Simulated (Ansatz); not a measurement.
Reaction (silylene formation by 1,1-elimination): `C[Si](F)(S)Br` → `FBr` + `C[Si]S`

Calculated with Ansatz (gas phase, PBE0-D4/def2-TZVP geometries, no zero-point term in ΔE). CCSD(T)/CBS adds triple-zeta CCSD(T) − MP2 to the extrapolated MP2 energy (def2 sets, frozen cores). DFT in def2-TZVPP. For Br outer-core shells are correlated without core-valence functions, which leaves a few kJ/mol of doubt a bond. Scalar relativity is left out up to krypton. One conformer a species, not always the lowest.

```tsv
species	PBE0 energy (Eh)
`C[Si](F)(S)Br`	-3401.74875
`FBr`	-2673.58465
`C[Si]S`	-727.91841
```

**Question.** Work out ΔE.

**Answer.** ΔE = (-2673.58465) + (-727.91841) − (-3401.74875) = 0.24569 Eh = +154.2 kcal/mol. CCSD(T)/CBS gives +158.3 kcal/mol.

**Question.** What do rigid-rotor, harmonic-oscillator terms from PBE0-D4/def2-TZVP frequencies (298.15 K, 1 bar) make of the CCSD(T)/CBS value? (Best estimate.)

**Answer.** The calculation gave: ΔZPE = -2.4 kcal/mol, ΔH = +156.4 kcal/mol, ΔS = 161 J/(mol·K), ΔG = +144.9 kcal/mol.

Largest T1 diagnostic among the species: 0.014.

From BLYP to BHLYP (50 % exact exchange), in def2-TZVPP and without D4, ΔE moves by +18.9 kcal/mol. Leaving LDA and LC-ωPBE aside and taking each functional with its dispersion term where it has one, the values, not all of them listed here, spread over 20.8 kcal/mol, from BLYP-D4 to r2SCAN0-D4. LDA lies +11.1 kcal/mol from PBE without D4.
